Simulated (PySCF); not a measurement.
H₆BrSbSi₂ (SMILES [SiH3][Sb]([SiH3])[Br]), singlet, at a GFN2-xTB geometry (all electrons, no relativity), with bond 10-7 at 1.8 times its length; CASSCF(6,7)/STO-3G (PySCF).

Here is a job for PySCF.
```python
from pyscf import gto, scf, mcscf
import numpy

mol = gto.M(
    atom='''
Sb   -0.07986799   -0.07870628    0.86127553
Br   -0.90754336   -0.96958517   -1.39363737
Si   -0.36208270    2.38061146    0.14898763
H     0.21393796    2.71127110   -1.14960841
H     0.29739812    3.16678417    1.18799829
H    -1.78536626    2.70005807    0.14536813
Si    2.39611899   -0.22623721    0.16672865
H     2.71380048    0.40760744   -1.10824740
H     2.78188182   -1.63208658    0.12046116
H     3.73353001    0.96331945    2.09187774
''',
    basis='sto-3g',
    verbose=4,
)

mf = scf.RHF(mol)
mf.kernel()
mc = mcscf.CASSCF(mf, 7, 6)
mc.fix_spin_(ss=0.0)
mc.kernel()
occ = numpy.linalg.eigvalsh(mc.fcisolver.make_rdm1(mc.ci, mc.ncas, mc.nelecas))[::-1]
ss = mc.fcisolver.spin_square(mc.ci, mc.ncas, mc.nelecas)[0]
print('natural occupations', occ.round(4), ' <S^2>', round(ss, 4))
```

Q: What does PySCF print? Leave out banner, timings and long lists.

A: 
```
PySCF version 2.14.0

[INPUT] verbose = 4
[INPUT] num. atoms = 10
[INPUT] num. electrons = 120
[INPUT] charge = 0
[INPUT] spin (= nelec alpha-beta = 2S) = 0
[INPUT] symmetry False subgroup None
[INPUT] Mole.unit = angstrom
[INPUT] Symbol           X                Y                Z      unit          X                Y                Z       unit  Magmom
[...]
nuclear repulsion = 940.914063815326
number of shells = 35
number of NR pGTOs = 207
number of NR cGTOs = 69
basis = sto-3g
ecp = {}

******** <class 'pyscf.scf.hf.RHF'> ********
method = RHF
initial guess = minao
damping factor = 0
level_shift factor = 0
DIIS = <class 'pyscf.scf.diis.CDIIS'>
diis_start_cycle = 1
diis_space = 8
diis_damp = 0
SCF conv_tol = 1e-09
SCF conv_tol_grad = None
SCF max_cycles = 50
direct_scf = True
direct_scf_tol = 1e-13
Set gradient conv threshold to 3.16228e-05
Initial guess from minao.
init E= -9347.38290561108
[...]
cycle= 1 E= -9369.74012269167  delta_E= -22.4  |g|= 0.918  |ddm|= 3.94
[...]
cycle= 2 E= -9369.29431494268  delta_E= 0.446  |g|= 0.877  |ddm|= 5.02
[...]
cycle= 3 E= -9370.5076839879  delta_E= -1.21  |g|= 0.281  |ddm|= 3.88
[...]
cycle= 4 E= -9370.56863745441  delta_E= -0.061  |g|= 0.123  |ddm|= 0.769
[...]
cycle= 5 E= -9370.58357766312  delta_E= -0.0149  |g|= 0.0554  |ddm|= 0.417
[...]
cycle= 6 E= -9370.5853393082  delta_E= -0.00176  |g|= 0.0266  |ddm|= 0.114
[...]
cycle= 7 E= -9370.58616146926  delta_E= -0.000822  |g|= 0.0047  |ddm|= 0.126
[...]
cycle= 8 E= -9370.58618401706  delta_E= -2.25e-05  |g|= 0.000927  |ddm|= 0.0185
[...]
cycle= 9 E= -9370.58618503088  delta_E= -1.01e-06  |g|= 0.000205  |ddm|= 0.0039
[...]
cycle= 10 E= -9370.58618508083  delta_E= -4.99e-08  |g|= 2.98e-05  |ddm|= 0.000897
[...]
cycle= 11 E= -9370.5861850819  delta_E= -1.07e-09  |g|= 7.26e-06  |ddm|= 0.000139
[...]
cycle= 12 E= -9370.58618508206  delta_E= -1.62e-10  |g|= 1.32e-06  |ddm|= 3.41e-05
[...]
Extra cycle  E= -9370.58618508205  delta_E= 1.27e-11  |g|= 5.26e-07  |ddm|= 4.73e-06
converged SCF energy = -9370.58618508205

******** <class 'pyscf.mcscf.mc1step.CASSCF'> ********
CAS (3e+3e, 7o), ncore = 57, nvir = 5
max_cycle_macro = 50
max_cycle_micro = 4
conv_tol = 1e-07
conv_tol_grad = None
orbital rotation max_stepsize = 0.02
orbital rotation threshold for CI restart = 0.01
augmented hessian ah_max_cycle = 30
augmented hessian ah_conv_tol = 1e-12
augmented hessian ah_linear dependence = 1e-14
augmented hessian ah_level shift = 1e-08
augmented hessian ah_start_tol = 2.5
augmented hessian ah_start_cycle = 3
augmented hessian ah_grad_trust_region = 3
kf_trust_region = 3
kf_interval = 4
ci_response_space = 4
ci_grad_trust_region = 3
with_dep4 0
natorb = False
canonicalization = True
sorting_mo_energy = False
ao2mo_level = 2
internal_rotation = False
******** <class 'pyscf.fci.addons.SpinPenaltyFCISolver'> ********
max. cycles = 50
conv_tol = 1e-08
davidson only = True
linear dependence = 1e-12
level shift = 0.001
max iter space = 12
nroots = 1
pspace_size = 400
spin = None
CASCI E = -9370.68309374472  S^2 = 0.0000000
Set conv_tol_grad to 0.000316228
macro iter   1 ( 21 JK    4 micro), CASSCF E = -9370.69490804461  dE = -1.18142999e-02  S^2 = 0.0000000
               |grad[o]|=0.0552  |grad[c]|=0.0236  |ddm|=0.0464  |maxRot[o]|=0.219
macro iter   2 ( 21 JK    4 micro), CASSCF E = -9370.69764467187  dE = -2.73662726e-03  S^2 = 0.0000000
               |grad[o]|=0.026  |grad[c]|=0.0165  |ddm|=0.0442  |maxRot[o]|=0.127
macro iter   3 ( 21 JK    4 micro), CASSCF E = -9370.69877701210  dE = -1.13234023e-03  S^2 = 0.0000000
               |grad[o]|=0.0143  |grad[c]|=0.0166  |ddm|=0.0467  |maxRot[o]|=0.107
macro iter   4 ( 21 JK    4 micro), CASSCF E = -9370.69933093216  dE = -5.53920056e-04  S^2 = 0.0000000
               |grad[o]|=0.0109  |grad[c]|=0.0145  |ddm|=0.0146  |maxRot[o]|=0.0976
macro iter   5 ( 21 JK    4 micro), CASSCF E = -9370.69934046886  dE = -9.53670497e-06  S^2 = 0.0000000
               |grad[o]|=0.0103  |grad[c]|=0.0139  |ddm|=0.0148  |maxRot[o]|=0.0353
macro iter   6 ( 21 JK    4 micro), CASSCF E = -9370.69928922695  dE =  5.12419156e-05  S^2 = 0.0000000
               |grad[o]|=0.0101  |grad[c]|=0.0144  |ddm|=0.0171  |maxRot[o]|=0.0211
macro iter   7 ( 21 JK    4 micro), CASSCF E = -9370.70097832914  dE = -1.68910220e-03  S^2 = 0.0000000
               |grad[o]|=0.0101  |grad[c]|=0.00528  |ddm|=0.017  |maxRot[o]|=0.0531
macro iter   8 ( 12 JK    3 micro), CASSCF E = -9370.70364489938  dE = -2.66657024e-03  S^2 = 0.0000000
               |grad[o]|=0.00987  |grad[c]|=0.0033  |ddm|=0.0216  |maxRot[o]|=0.0808
macro iter   9 ( 21 JK    4 micro), CASSCF E = -9370.70380328716  dE = -1.58387771e-04  S^2 = 0.0000000
               |grad[o]|=0.00865  |grad[c]|=0.00772  |ddm|=0.0128  |maxRot[o]|=0.0138
macro iter  10 ( 21 JK    4 micro), CASSCF E = -9370.70386020934  dE = -5.69221847e-05  S^2 = 0.0000000
               |grad[o]|=0.00854  |grad[c]|=0.00872  |ddm|=0.0153  |maxRot[o]|=0.0169
macro iter  11 ( 21 JK    4 micro), CASSCF E = -9370.70386570423  dE = -5.49488686e-06  S^2 = 0.0000000
               |grad[o]|=0.00851  |grad[c]|=0.00917  |ddm|=0.0159  |maxRot[o]|=0.0158
macro iter  12 ( 21 JK    4 micro), CASSCF E = -9370.70381210851  dE =  5.35957151e-05  S^2 = 0.0000000
               |grad[o]|=0.00851  |grad[c]|=0.00942  |ddm|=0.0169  |maxRot[o]|=0.0178
macro iter  13 ( 21 JK    4 micro), CASSCF E = -9370.70543102044  dE = -1.61891193e-03  S^2 = 0.0000000
               |grad[o]|=0.00856  |grad[c]|=0.00182  |ddm|=0.00617  |maxRot[o]|=0.0555
macro iter  14 ( 12 JK    3 micro), CASSCF E = -9370.70613849208  dE = -7.07471638e-04  S^2 = 0.0000000
               |grad[o]|=0.0071  |grad[c]|=0.00205  |ddm|=0.00275  |maxRot[o]|=0.0379
macro iter  15 ( 21 JK    4 micro), CASSCF E = -9370.70625524159  dE = -1.16749512e-04  S^2 = 0.0000000
               |grad[o]|=0.00626  |grad[c]|=0.00483  |ddm|=0.00727  |maxRot[o]|=0.016
[...]
macro iter  22 ( 21 JK    4 micro), CASSCF E = -9370.70714395475  dE = -4.27017894e-05  S^2 = 0.0000000
               |grad[o]|=0.00477  |grad[c]|=0.00402  |ddm|=0.00259  |maxRot[o]|=0.0169
macro iter  23 ( 21 JK    4 micro), CASSCF E = -9370.70718235270  dE = -3.83979495e-05  S^2 = 0.0000000
               |grad[o]|=0.00468  |grad[c]|=0.00393  |ddm|=0.00237  |maxRot[o]|=0.0127
macro iter  24 ( 21 JK    4 micro), CASSCF E = -9370.70721183685  dE = -2.94841466e-05  S^2 = 0.0000000
               |grad[o]|=0.0046  |grad[c]|=0.00381  |ddm|=0.00206  |maxRot[o]|=0.0108
macro iter  25 ( 21 JK    4 micro), CASSCF E = -9370.70723514735  dE = -2.33105020e-05  S^2 = 0.0000000
               |grad[o]|=0.00453  |grad[c]|=0.00376  |ddm|=0.00193  |maxRot[o]|=0.00756
macro iter  26 ( 21 JK    4 micro), CASSCF E = -9370.70725002729  dE = -1.48799390e-05  S^2 = 0.0000000
               |grad[o]|=0.00448  |grad[c]|=0.00368  |ddm|=0.00177  |maxRot[o]|=0.00632
macro iter  27 ( 21 JK    4 micro), CASSCF E = -9370.70726631188  dE = -1.62845899e-05  S^2 = 0.0000000
               |grad[o]|=0.00444  |grad[c]|=0.00366  |ddm|=0.00171  |maxRot[o]|=0.00406
macro iter  28 ( 21 JK    4 micro), CASSCF E = -9370.70727755208  dE = -1.12402031e-05  S^2 = 0.0000000
               |grad[o]|=0.00441  |grad[c]|=0.00361  |ddm|=0.00162  |maxRot[o]|=0.00448
macro iter  29 ( 21 JK    4 micro), CASSCF E = -9370.70728756078  dE = -1.00087000e-05  S^2 = 0.0000000
               |grad[o]|=0.00438  |grad[c]|=0.00359  |ddm|=0.00158  |maxRot[o]|=0.00246
macro iter  30 ( 21 JK    4 micro), CASSCF E = -9370.70729487764  dE = -7.31686487e-06  S^2 = 0.0000000
               |grad[o]|=0.00436  |grad[c]|=0.00357  |ddm|=0.00155  |maxRot[o]|=0.00245
macro iter  31 ( 21 JK    4 micro), CASSCF E = -9370.70730227099  dE = -7.39334246e-06  S^2 = 0.0000000
               |grad[o]|=0.00434  |grad[c]|=0.00356  |ddm|=0.00153  |maxRot[o]|=0.00209
macro iter  32 ( 21 JK    4 micro), CASSCF E = -9370.70730868808  dE = -6.41708903e-06  S^2 = 0.0000000
               |grad[o]|=0.00432  |grad[c]|=0.00356  |ddm|=0.00151  |maxRot[o]|=0.00183
macro iter  33 ( 21 JK    4 micro), CASSCF E = -9370.70731298327  dE = -4.29519423e-06  S^2 = 0.0000000
               |grad[o]|=0.00431  |grad[c]|=0.00354  |ddm|=0.00152  |maxRot[o]|=0.00167
macro iter  34 ( 21 JK    4 micro), CASSCF E = -9370.70731716554  dE = -4.18227137e-06  S^2 = 0.0000000
               |grad[o]|=0.0043  |grad[c]|=0.00355  |ddm|=0.00151  |maxRot[o]|=0.00151
macro iter  35 ( 21 JK    4 micro), CASSCF E = -9370.70732104203  dE = -3.87649015e-06  S^2 = 0.0000000
               |grad[o]|=0.00428  |grad[c]|=0.00354  |ddm|=0.00152  |maxRot[o]|=0.00146
macro iter  36 ( 21 JK    4 micro), CASSCF E = -9370.70732429657  dE = -3.25453584e-06  S^2 = 0.0000000
               |grad[o]|=0.00428  |grad[c]|=0.00354  |ddm|=0.00153  |maxRot[o]|=0.0013
macro iter  37 ( 21 JK    4 micro), CASSCF E = -9370.70732703935  dE = -2.74278500e-06  S^2 = 0.0000000
               |grad[o]|=0.00427  |grad[c]|=0.00354  |ddm|=0.00155  |maxRot[o]|=0.00123
macro iter  38 ( 21 JK    4 micro), CASSCF E = -9370.70732950298  dE = -2.46363015e-06  S^2 = 0.0000000
               |grad[o]|=0.00426  |grad[c]|=0.00354  |ddm|=0.00156  |maxRot[o]|=0.00113
macro iter  39 ( 21 JK    4 micro), CASSCF E = -9370.70733171954  dE = -2.21655500e-06  S^2 = 0.0000000
               |grad[o]|=0.00425  |grad[c]|=0.00354  |ddm|=0.00157  |maxRot[o]|=0.00105
macro iter  40 ( 21 JK    4 micro), CASSCF E = -9370.70733362783  dE = -1.90829633e-06  S^2 = 0.0000000
               |grad[o]|=0.00425  |grad[c]|=0.00355  |ddm|=0.00159  |maxRot[o]|=0.00097
macro iter  41 ( 21 JK    4 micro), CASSCF E = -9370.70733533020  dE = -1.70236854e-06  S^2 = 0.0000000
               |grad[o]|=0.00424  |grad[c]|=0.00355  |ddm|=0.0016  |maxRot[o]|=0.000895
macro iter  42 ( 21 JK    4 micro), CASSCF E = -9370.70733680978  dE = -1.47957871e-06  S^2 = 0.0000000
               |grad[o]|=0.00424  |grad[c]|=0.00356  |ddm|=0.00162  |maxRot[o]|=0.000829
macro iter  43 ( 21 JK    4 micro), CASSCF E = -9370.70733814982  dE = -1.34003494e-06  S^2 = 0.0000000
               |grad[o]|=0.00424  |grad[c]|=0.00356  |ddm|=0.00164  |maxRot[o]|=0.000769
macro iter  44 ( 21 JK    4 micro), CASSCF E = -9370.70733930501  dE = -1.15519833e-06  S^2 = 0.0000000
               |grad[o]|=0.00423  |grad[c]|=0.00356  |ddm|=0.00165  |maxRot[o]|=0.00071
macro iter  45 ( 21 JK    4 micro), CASSCF E = -9370.70734037213  dE = -1.06711195e-06  S^2 = 0.0000000
               |grad[o]|=0.00423  |grad[c]|=0.00356  |ddm|=0.00167  |maxRot[o]|=0.000658
macro iter  46 ( 21 JK    4 micro), CASSCF E = -9370.70734128343  dE = -9.11308234e-07  S^2 = 0.0000000
               |grad[o]|=0.00423  |grad[c]|=0.00357  |ddm|=0.00168  |maxRot[o]|=0.000607
macro iter  47 ( 21 JK    4 micro), CASSCF E = -9370.70734213767  dE = -8.54237442e-07  S^2 = 0.0000000
               |grad[o]|=0.00422  |grad[c]|=0.00357  |ddm|=0.0017  |maxRot[o]|=0.000563
macro iter  48 ( 21 JK    4 micro), CASSCF E = -9370.70734286212  dE = -7.24443453e-07  S^2 = 0.0000000
               |grad[o]|=0.00422  |grad[c]|=0.00358  |ddm|=0.00171  |maxRot[o]|=0.000519
macro iter  49 ( 21 JK    4 micro), CASSCF E = -9370.70734353782  dE = -6.75709089e-07  S^2 = 0.0000000
               |grad[o]|=0.00422  |grad[c]|=0.00358  |ddm|=0.00172  |maxRot[o]|=0.00048
macro iter  50 ( 21 JK    4 micro), CASSCF E = -9370.70734412883  dE = -5.91007847e-07  S^2 = 0.0000000
               |grad[o]|=0.00422  |grad[c]|=0.00359  |ddm|=0.00173  |maxRot[o]|=0.000445
1-step CASSCF not converged,  50 macro (1032 JK 198 micro) steps
CASSCF canonicalization
Density matrix diagonal elements [1.95419435 1.93473003 1.63145799 0.40385732 0.0209545  0.03410314
 0.02070267]
CASSCF energy = -9370.70734412883
CASCI E = -9370.70734412883  E(CI) = -5.47050731808486  S^2 = 0.0000000
natural occupations [1.9773 1.971  1.5759 0.424  0.0275 0.0222 0.002 ]  <S^2> 0.0
```

The run did not converge; its last values are not results.
